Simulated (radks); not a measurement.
Task: The table gives one normalised radial function P(r) = r R(r) (large component) of Yb3+ in [Xe] 4f13 (r in bohr). Method: Dirac Kohn-Sham, PW91, spin-unpolarised, spherical densities, point nucleus; open shells fill j = l - 1/2 first; computed with a radial shooting solver on a logarithmic mesh with Libxc functionals.

r           P
0.001716   0.0001
0.002665   0.0003
0.004138   0.0009
0.006374   0.0027
0.009897   0.0081
0.01537    0.0243
0.02367    0.0682
0.03675    0.1793
0.05707    0.4078
0.0879     0.7231
0.1365     0.8462
0.2119     0.2439
0.3264    -0.9426
0.5069    -1.4912
0.787     -0.8895
1.212     -0.2334
1.882     -0.0212
2.923     -0.0004
4.502     0.0000
6.99      0.0000

Which n and l does it have? It may be an empty orbital.

Result: n = 4, l = 2: the number of nodes gives n - l - 1 = 1, the rise at small r points to l (for j = l - 1/2 the large component starts as r^gamma with gamma = sqrt(l^2 - (Z/c)^2) = 1.93 and the r^(l+1) term takes over further out; the orbital of l - 1 with the same j starts with the same power, but with a larger coefficient, and does not steepen), and the extent must fit the shell. The curve is that of 4d3/2; the two j differ most near the nucleus, where j = l - 1/2 has the larger amplitude, and in heavy atoms j = l - 1/2 is also the more compact. 4d3/2: eigenvalue -216.97 eV, 1 radial node at r = 0.233 bohr, <r> = 0.552 bohr, 90 % of the charge inside 0.830 bohr.
